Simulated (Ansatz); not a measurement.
Start from `[CH3][GeH2][CH2]O` and change one atom or group to get `[CH3][GeH2][CH2][AlH2]`.

Ansatz, PBE0-D4/def2-TZVP geometries, multiplicity 1. Each molecule was computed in one conformer, which needn't be the lowest.

Scalar relativity is left out up to krypton.

| property | `[CH3][GeH2][CH2]O` |
| --- | --- |
| LUMO energy (ωB97M-V/def2-TZVPP) / eV | 2.03 |
| HOMO energy (PBE0/def2-TZVPP) / eV | -7.24 |
| size of the dipole moment (B3LYP/def2-TZVPP) / D | 1.63 |
| HOMO energy (B3LYP/def2-TZVPP) / eV | -7.03 |
| HOMO–LUMO gap (ωB97M-V/def2-TZVPP) / eV | 11.56 |
| HOMO energy (PBE/def2-TZVPP) / eV | -5.80 |

Q: Give the same properties after the change, and the shifts. (Estimate.)

A: Computed: 
| property | `[CH3][GeH2][CH2][AlH2]` | shift |
| --- | --- | --- |
| LUMO energy (ωB97M-V/def2-TZVPP) / eV | 0.99 | -1.04 |
| HOMO energy (PBE0/def2-TZVPP) / eV | -7.48 | -0.24 |
| size of the dipole moment (B3LYP/def2-TZVPP) / D | 2.14 | 0.51 |
| HOMO energy (B3LYP/def2-TZVPP) / eV | -7.26 | -0.23 |
| HOMO–LUMO gap (ωB97M-V/def2-TZVPP) / eV | 10.64 | -0.92 |
| HOMO energy (PBE/def2-TZVPP) / eV | -6.31 | -0.51 |

With PBE0 the HOMO falls by 0.24 eV and the LUMO falls by 1.13 eV, so the gap narrows by about 0.89 eV. PBE moves the HOMO by -0.51 eV and ωB97M-V by -0.12 eV. Dipoles are sizes alone; their direction can turn.

Positive LUMOs are unbound, so they and the gaps depend on the basis.

B3LYP here is the variant with VWN-RPA as its local correlation; programs differ in this.
